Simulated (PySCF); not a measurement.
**ECD: SMILES [C@@]12(OC)C[C@@H]1[C@@H]2O, C5H8O2**

Geometry:
| atom | x (Å) | y (Å) | z (Å) |
| --- | --- | --- | --- |
| C1 | 2.186 | -0.753 | 0.121 |
| O2 | 1.398 | 0.262 | -0.481 |
| C3 | 0.113 | 0.284 | -0.017 |
| C4 | -0.528 | 1.061 | 1.096 |
| C5 | -1.079 | 1.122 | -0.304 |
| C6 | -1.131 | -0.366 | -0.530 |
| O7 | -1.866 | -1.205 | 0.308 |
| H8 | 3.175 | -0.671 | -0.326 |
| H9 | 1.768 | -1.744 | -0.079 |
| H10 | 2.255 | -0.604 | 1.203 |
| H11 | 0.006 | 1.931 | 1.454 |
| H12 | -1.082 | 0.528 | 1.858 |
| H13 | -1.295 | 1.950 | -0.944 |
| H14 | -1.118 | -0.703 | -1.568 |
| H15 | -2.806 | -1.083 | 0.134 |

Method: TDDFT CAM-B3LYP/aug-cc-pVDZ circular dichroism and optical rotation, one conformer, gas phase (PySCF). Geometry: GFN2-xTB.

The molecule is flexible and this is one conformer; a measurement averages over conformers.

Q: Assign R or S to each stereocentre.

A: C3 S, C5 R, C6 S.

Q: Which excitations and rotatory strengths does the calculation give?

A: Rotatory strengths R in 10⁻⁴⁰ esu² cm², velocity form and length form (origin at the centre of mass); f in length form.
| state | E (eV) | λ (nm) | f | R (velocity) | R (length) | main |
| --- | --- | --- | --- | --- | --- | --- |
| 1 | 6.43 | 193 | 0.012 | -25.7 | -25.3 | HOMO→LUMO 0.81 |
| 2 | 6.82 | 182 | 0.014 | -16.3 | -16.2 | HOMO−1→LUMO 0.63, HOMO→LUMO+1 0.15 |
| 3 | 6.86 | 181 | 0.003 | +2.3 | +2.0 | HOMO→LUMO+2 0.38, HOMO−2→LUMO 0.15 |
| 4 | 6.95 | 178 | 0.006 | -12.5 | -12.1 | HOMO→LUMO+3 0.44, HOMO→LUMO+1 0.26 |
| 5 | 7.12 | 174 | 0.005 | +8.1 | +8.3 | HOMO→LUMO+3 0.30, HOMO−1→LUMO+1 0.17 |
| 6 | 7.17 | 173 | 0.032 | +23.2 | +23.3 | HOMO−1→LUMO+1 0.55, HOMO→LUMO+1 0.15 |
| 7 | 7.23 | 172 | 0.004 | +4.3 | +4.3 | HOMO−2→LUMO 0.29, HOMO→LUMO+2 0.28 |
| 8 | 7.31 | 170 | 0.032 | +21.0 | +20.8 | HOMO−1→LUMO+3 0.53, HOMO−1→LUMO+2 0.30 |

Among the states computed, the strongest CD band (largest |R|) is state 1. The largest dissymmetry factor in size, g = 4R/(D+G), with D and G the electric and magnetic dipole strengths, is -0.021 for state 4 (velocity form, f = 0.006), among bands with |R| over 0.5. The mirror image has the same energies and oscillator strengths and all R with the opposite sign.
